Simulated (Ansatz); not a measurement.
Geometry optimisation, RKS B3LYP-D4/def2-SVP (Ansatz).

The input (input.yaml):

```yaml
crystal:
  periodic: [false, false, false]
  atoms:
    - { symbol: Ga, position_ang: [0.0, 0.0, 0.0] }
    - { symbol: O, position_ang: [0.0, 0.0, 2.14] }
    - { symbol: H, position_ang: [-0.9095, -0.2814, 2.4771] }
    - { symbol: Cl, position_ang: [1.9398, 0.0, -1.12] }
    - { symbol: Cl, position_ang: [-1.9398, 0.0, -1.12] }
    - { symbol: S, position_ang: [0.5481, 2.3765, 0.8104] }
    - { symbol: H, position_ang: [1.5969, 2.3243, 1.7363] }
    - { symbol: H, position_ang: [0.2846, 1.2338, 1.9608] }
basis:
  gaussian: { orbitals: def2-SVP }
hamiltonian:
  xc: b3lyp
  dispersion: d4
relax:
  f_tol: 0.15
  max_steps: 25
  restrain:
    - { distance: [0, 5], at: 2.27, k: 30.0 }
    - { distance: [7, 1], at: 1.01, k: 30.0 }
    - { distance: [0, 1], at: 2.99, k: 30.0 }
    - { distance: [7, 5], at: 2.6, k: 30.0 }
```

Launched with:

```bash
$ ansatz run input.yaml --threads 4 --pin off --max-ram 5120MiB --backend cpu --events-out ev --progress --plain --runs-dir out
```

**Question.** Where does it end, and by what steps?

**Answer.** The forces met the threshold. The restraints hold the end off the free minimum; the threshold counts their pulls, which the force column leaves out. Restrained pairs: Ga1–S6 (2.57 → 2.26 Å), O2–H8 (1.28 → 0.99 Å), Ga1–O2 (2.14 → 2.97 Å), S6–H8 (1.64 → 2.60 Å). After 13 steps the energy has fallen by 1.825 eV (the restraints' own energy left out); H7 moved furthest, 0.87 Å.

```json
{"step": "0", "energy less start (eV)": "0.0000", "largest force component (eV/Å)": "1.738", "accepted": "yes"}
{"step": "1", "energy less start (eV)": "-0.1309", "largest force component (eV/Å)": "2.491", "accepted": "yes"}
{"step": "2", "energy less start (eV)": "-0.4776", "largest force component (eV/Å)": "2.218", "accepted": "yes"}
{"step": "3", "energy less start (eV)": "-0.8878", "largest force component (eV/Å)": "1.779", "accepted": "yes"}
{"step": "4", "energy less start (eV)": "-1.4734", "largest force component (eV/Å)": "1.026", "accepted": "yes"}
{"step": "5", "energy less start (eV)": "-1.6294", "largest force component (eV/Å)": "0.756", "accepted": "yes"}
{"step": "6", "energy less start (eV)": "-1.7693", "largest force component (eV/Å)": "0.808", "accepted": "yes"}
{"step": "7", "energy less start (eV)": "-1.7922", "largest force component (eV/Å)": "0.788", "accepted": "yes"}
{"step": "8", "energy less start (eV)": "-1.8127", "largest force component (eV/Å)": "0.819", "accepted": "yes"}
{"step": "9", "energy less start (eV)": "-1.8159", "largest force component (eV/Å)": "0.906", "accepted": "yes"}
{"step": "10", "energy less start (eV)": "-1.8219", "largest force component (eV/Å)": "0.811", "accepted": "yes"}
{"step": "11", "energy less start (eV)": "-1.8227", "largest force component (eV/Å)": "0.813", "accepted": "yes"}
{"step": "12", "energy less start (eV)": "-1.8176", "largest force component (eV/Å)": "0.732", "accepted": "no"}
{"step": "13", "energy less start (eV)": "-1.8246", "largest force component (eV/Å)": "0.812", "accepted": "yes"}
```

```xyz
8
Properties=species:S:1:pos:R:3
Ga 0.246 0.691 -0.348
O -0.082 -0.228 2.461
H -1.025 -0.434 2.542
Cl 1.988 -0.351 -1.041
Cl -1.717 0.054 -0.948
S 0.407 2.635 0.785
H 1.752 2.530 0.906
H -0.049 0.757 2.527
```

Time of the run: 34 s on 4 threads of Arm Neoverse V1, on a shared host, peak memory 0.32 GiB.
